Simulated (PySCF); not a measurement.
CdSe, SMILES [Se]=[Cd]. Atoms are numbered in the order given.

```xyz
2

Cd     0.0000     0.0000    -0.9788
Se     0.0000     0.0000     1.3819
```

Geometry: PBE0-D3(BJ)/def2-TZVP. The def2 effective core potentials stand for the cores of Cd; spin–orbit coupling is left out.

Level of theory: ωB97X/def2-TZVPD (PySCF).

Mulliken values depend strongly on the basis, most of all with diffuse functions as here. ESP charges are fitted to the potential on shells at 1.4 to 2.0 van der Waals radii. Atomic charges (e):

| atom | ESP fit | Mulliken |
|---|---|---|
| Cd1 | 0.58 | 0.38 |
| Se2 | -0.58 | -0.38 |
